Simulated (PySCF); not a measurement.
**C₆ coefficients of unlike pairs at M06**

Calculated with PySCF 2.14 from the dipole response of each species, C₆(A,B) = (3/π) ∫ α_A(iu) α_B(iu) du, in atomic units, from isotropic polarisabilities. For ions this is the dispersion term alone; charge-induced terms of lower order in 1/R come first.

| species | configuration | basis | relativity | α (bohr³) | C₆ (like pair) |
| --- | --- | --- | --- | --- | --- |
| F⁻ | [Ne] (1S) | aug-cc-pVTZ with one added diffuse shell each of s, p, d, f type (6s5p4d3f) | none | 15.89 | 65.63 |
| Al | [Ne] 3s2 3p1 (2P) | aug-cc-pV(T+d)Z with one added diffuse shell each of s, p, d, f type (7s6p5d3f) | none | 67.33 | 554.5 |
| Xe³⁺ | [Kr] 4d10 5s2 5p3 (4S) | aug-cc-pVTZ-PP with one added diffuse shell each of d, f type with ECP28MDF (6s5p5d3f) | core potential | 9.398 | 52.20 |

(1) Estimate C₆ for Al with F⁻.

No spin-orbit coupling is included.

The other pairs:

| pair | C₆ |
| --- | --- |
| Xe³⁺, F⁻ | 56.17 |
| Xe³⁺, Al | 135.7 |

Results:

(1) The integral gives 178.0. The combination rule 2 C_A C_B / (C_A α_B/α_A + C_B α_A/α_B) gives 178.0 and the geometric mean 190.8.
